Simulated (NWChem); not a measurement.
Species: CH6Ge; SMILES [CH3][GeH3]

```xyz
8

Ge     0.0000     0.0000    -0.3900
C      0.0000     0.0000     1.5635
H     -1.2172    -0.7786    -0.9261
H      1.2829    -0.6648    -0.9261
H     -0.0657     1.4435    -0.9261
H     -0.9121     0.4794     1.9470
H      0.8712     0.5502     1.9470
H      0.0408    -1.0296     1.9470
```
Atoms are numbered in this order, from 1.

The geometry was optimised at PBE0/def2-SVP.

List the 4 lowest vertical singlet excitations from CAM-B3LYP/def2-SVPD, TDA (NWChem).


| state | energy (eV) | oscillator strength | leading excitation (squared amplitude) |
|---|---|---|---|
| S1 | 8.25 | 0.030 | HOMO → LUMO (0.92) |
| S2 | 8.52 | 0.079 | HOMO−2 → LUMO (0.85) |
| S3 | 8.52 | 0.079 | HOMO−1 → LUMO (0.85) |
| S4 | 8.87 | 0.081 | HOMO−2 → LUMO+1 (0.86) |
